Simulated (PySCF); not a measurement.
# C₆ coefficients of unlike pairs at wB97X-V

Calculated with PySCF 2.14 from the dipole response of each species, C₆(A,B) = (3/π) ∫ α_A(iu) α_B(iu) du, in atomic units, from isotropic polarisabilities. For ions this is the dispersion term alone; charge-induced terms of lower order in 1/R come first.

```json
{"species": "Sr", "configuration": "[Kr] 5s2 (1S)", "basis": "x2c-TZVPPall with one added diffuse shell each of s, p, d, f type (9s7p7d3f1g)", "relativity": "spin-free X2C", "α (bohr³)": "207.6", "C₆ (like pair)": "3443"}
{"species": "Fe²⁺", "configuration": "[Ar] 3d6 (5D)", "basis": "x2c-TZVPPall with one added diffuse shell each of s, p, d, f type (7s6p5d3f1g)", "relativity": "spin-free X2C", "α (bohr³)": "3.823", "C₆ (like pair)": "10.96"}
{"species": "F⁺", "configuration": "[He] 2s2 2p4 (3P)", "basis": "aug-cc-pVTZ (5s4p3d2f)", "relativity": "none", "α (bohr³)": "1.835", "C₆ (like pair)": "3.465"}
{"species": "Hg⁺", "configuration": "[Xe] 4f14 5d10 6s1 (2S)", "basis": "aug-cc-pVTZ-PP with one added diffuse shell each of s, p, d, f, g type with ECP60MDF (7s7p6d4f3g)", "relativity": "core potential", "α (bohr³)": "20.52", "C₆ (like pair)": "153.3"}
```

Task: Estimate C₆ for F⁺ with Sr.

Result: The integral gives 61.79. The combination rule 2 C_A C_B / (C_A α_B/α_A + C_B α_A/α_B) gives 56.48 and the geometric mean 109.2.

No spin-orbit coupling is included.

The other pairs:

| pair | C₆ |
| --- | --- |
| F⁺, Fe²⁺ | 6.132 |
| Fe²⁺, Sr | 121.4 |
| Hg⁺, Fe²⁺ | 39.42 |
| Hg⁺, Sr | 567.1 |
| Hg⁺, F⁺ | 21.58 |
